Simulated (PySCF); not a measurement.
Bonds (- single, = double, # triple, : aromatic): C1-O2, O2-C3, C3:C4, C4:P5, P5:C6, C6:P7, P7:C8, C8-C9, C9-C10, C9=O11, C8:C3. C1 carries H12, H13, H14; C4 carries H15; C6 carries H16; C10 carries H17, H18, H19.

Theoretical values (PySCF 2.14.0 with density-fitted response routines): geometry from GFN2-xTB, NMR shieldings at PBE0/pcSseg-1/GIAO. No relativistic terms, fast rotation and ring inversion assumed for equivalent nuclei, single conformer, no solvent model.

List the cross peaks expected in HSQC, COSY and HMBC spectra.

Results:



HSQC (one-bond C–H):
```
                δH          δC
       10.49 (H16)  190.0 (C6)
        8.24 (H15)  139.1 (C4)
4.14 (H12/H13/H14)   53.6 (C1)
2.79 (H17/H18/H19)  36.1 (C10)
```

HMBC (two and three bonds, from the bond graph):
```
                δH                                  δC
       10.49 (H16)              159.5 (C8), 139.1 (C4)
        8.24 (H15)  190.0 (C6), 168.0 (C3), 159.5 (C8)
4.14 (H12/H13/H14)                          168.0 (C3)
2.79 (H17/H18/H19)              202.8 (C9), 159.5 (C8)
```

No COSY cross peaks are expected.

Referencing at the same level of theory: 1H and 13C against TMS.

Short H···H contacts in this conformer between protons four or more bonds apart (candidates for NOE cross peaks, intensity ∝ r⁻⁶): H12···H15 2.22 Å.

Shifts are as computed. Against solution values, carbons near 30 ppm lie about +3 ppm off and those near 130 ppm about +5 ppm. Of 1211 compounds with measured shifts, 218 miss one by over three times the rms of a fit or turn the order of signals round; such compounds aren't used in these exercises.
